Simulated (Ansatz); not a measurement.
(H2Ga-mu-H)3 (Ga3H9), relaxed as a singlet with RKS PBE-D4/def2-SVP in Ansatz, starting from the GFN2-xTB geometry. Force threshold 0.02 eV/Å.

Start:

| atom | x (Å) | y (Å) | z (Å) |
| --- | --- | --- | --- |
| Ga1 | -1.2304 | 0.1731 | 1.1582 |
| H2 | -1.6901 | 0.2035 | 2.6466 |
| H3 | -2.1727 | 0.6470 | 0.0075 |
| H4 | 0.3254 | 0.9878 | 1.0149 |
| Ga5 | 0.6254 | 1.3358 | -0.7154 |
| H6 | 2.1669 | 1.4140 | -0.9479 |
| H7 | -0.3373 | 2.4881 | -1.1394 |
| H8 | 0.0369 | -0.1957 | -1.4298 |
| Ga9 | 0.5923 | -1.5334 | -0.4266 |
| H10 | 0.3743 | -2.8722 | -1.1954 |
| H11 | 1.9781 | -1.1655 | 0.1924 |
| H12 | -0.6688 | -1.4824 | 0.8348 |

Question: Estimate the energy that the relaxation releases and the steps that it takes.

Answer: 7.9 kcal/mol, in 8 steps; 16 s on 2 threads of Arm Neoverse V2 on a shared host. The force fell under the threshold at step 7, but the optimiser went on. No frequencies were taken in this run, so the end may be a saddle point.

Question: Does the start keep its bonding and symmetry?

Answer: By distances, no bond broke or formed. The bond that changes most is H4–Ga5, from 1.79 to 1.73 Å (atoms count from 1).

Question: Predict the relaxed structure.

Answer: 
```xyz
12

Ga   -1.3011    0.1752    1.2214
H    -1.1685    0.1463    2.7838
H    -2.5349    0.4206    0.2862
H    -0.0463    1.2705    0.7707
Ga    0.6800    1.4536   -0.7842
H     2.1835    1.7272   -0.4332
H    -0.3324    2.2262   -1.6988
H     0.5585   -0.1672   -1.3642
Ga    0.6238   -1.6235   -0.4408
H    -0.0192   -2.6654   -1.4207
H     1.9696   -1.6434    0.3627
H    -0.6129   -1.3200    0.7171
```
Bond lengths (bridged metal pairs left out): 12 × Ga–H 1.57 to 1.73 Å.
